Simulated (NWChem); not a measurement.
Molecule: C5H8NO, doublet; SMILES CN1C[CH]CC1=O

```xyz
15

C      1.0922    -1.7883     0.0000
N      0.5179    -0.4626     0.0000
C      1.3322     0.7433     0.0000
C      0.3142     1.8425     0.0000
C     -1.0631     1.2773     0.0000
C     -0.8386    -0.2412     0.0000
O     -1.7002    -1.1063     0.0000
H      0.2674    -2.5038     0.0000
H      1.7139    -1.9509    -0.8907
H      1.7139    -1.9509     0.8907
H      1.9975     0.7702    -0.8828
H      1.9975     0.7702     0.8828
H      0.5696     2.8942     0.0000
H     -1.6677     1.5569    -0.8772
H     -1.6677     1.5569     0.8772
```
Atoms are numbered in this order, from 1.

Level: B3LYP/6-31G* (spherical d), spin-unrestricted (NWChem), optimised geometry, unscaled harmonic frequencies. In the optimisation the excess spin sits in a" (Cs, its own frame).

Task: List the harmonic frequencies with IR intensities, and the thermochemistry.

Result: 
| frequency (cm⁻¹) | IR intensity (km/mol) |
|---|---|
| 139 | 1.7 |
| 150 | 6.3 |
| 159 | 0.2 |
| 195 | 4.8 |
| 289 | 21.8 |
| 308 | 6.8 |
| 475 | 7.8 |
| 576 | 6.0 |
| 638 | 3.3 |
| 682 | 9.7 |
| 812 | 4.4 |
| 920 | 3.3 |
| 948 | 2.0 |
| 986 | 0.1 |
| 993 | 6.1 |
| 1063 | 7.7 |
| 1133 | 1.1 |
| 1134 | 40.0 |
| 1155 | 0.0 |
| 1201 | 4.1 |
| 1275 | 20.0 |
| 1311 | 35.9 |
| 1331 | 56.7 |
| 1365 | 5.3 |
| 1451 | 71.7 |
| 1469 | 53.7 |
| 1478 | 0.1 |
| 1523 | 9.0 |
| 1530 | 15.4 |
| 1557 | 11.7 |
| 1814 | 365.3 |
| 2952 | 70.4 |
| 2953 | 50.8 |
| 3009 | 17.1 |
| 3024 | 12.6 |
| 3030 | 63.2 |
| 3076 | 38.8 |
| 3163 | 1.7 |
| 3252 | 11.9 |

zero-point energy: 77.9 kcal/mol
thermal correction to the enthalpy at 298.15 K (with zero-point energy): 83.1 kcal/mol
heat capacity Cv: 25.7 cal/(mol K)
entropy at 298.15 K and 1 atm (symmetry number 1, electronic part: spin degeneracy alone): 84.2 cal/(mol K)
dipole moment: 3.63 D

Rigid rotor and harmonic oscillator.
